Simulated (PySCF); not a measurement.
# What settings do to a single point of [Er(NO2)]2+

The sound run of [Er(NO2)]2+ (singlet in the valence; each metal's 4f electrons, 11 of them, lie in its core potential, out of spins and levels) uses PySCF 2.14.0, RKS PBE0, Er lcecp-1-SVP with ECP57, O def2-SVP, N def2-SVP; non-relativistic Hamiltonian with scalar-relativistic core potentials where named; density fitting; no spin-orbit coupling, grid (50, 194), threshold 1e-8 Eh and 55 cycles, at the relaxed geometry:

```xyz
4

Er    0.0000    0.0000   -0.3020
O     1.0372    0.0000    1.5742
O    -1.0372    0.0000    1.5742
N     0.0000    0.0000    2.3052
```

There Er1 has a Mulliken charge of 2.04 e and the dipole about the centre of mass is 5.86 D. Each run below changes one thing and starts from free metal ions and neutral atoms unless it says otherwise; with 55 cycles, smearing, a level shift and second-order steps follow where DIIS fails, and their cycles count. Energy shifts count from the sound run. On f atoms grids over 110 angular points are at least (60, 302).

| change | outcome | cycles | energy shift (eV) | largest force component (eV/Å) | charge on Er1 (e) | dipole about the centre of mass (D) |
| --- | --- | --- | --- | --- | --- | --- |
| start from the bare core Hamiltonian, limit 85 cycles | converged | 13 | 0.0000 | 0.00 | 2.04 | 5.86 |
| all coordinates × 0.94 | converged | 9 | 0.73 | 6.91 | 1.96 | 5.23 |
| threshold 0.0001 | converged | 7 | 0.0000 | 0.00 | 2.04 | 5.87 |

(1) How does the run with this change end: cycle limit 3?

Forces carry noise of the integration grid, about 0.01 to 0.03 eV/Å.

An lcecp potential fixes the number of 4f electrons, so in runs with it no electron can move into or out of that shell.

Answers

(1) outcome not converged, cycles 3.
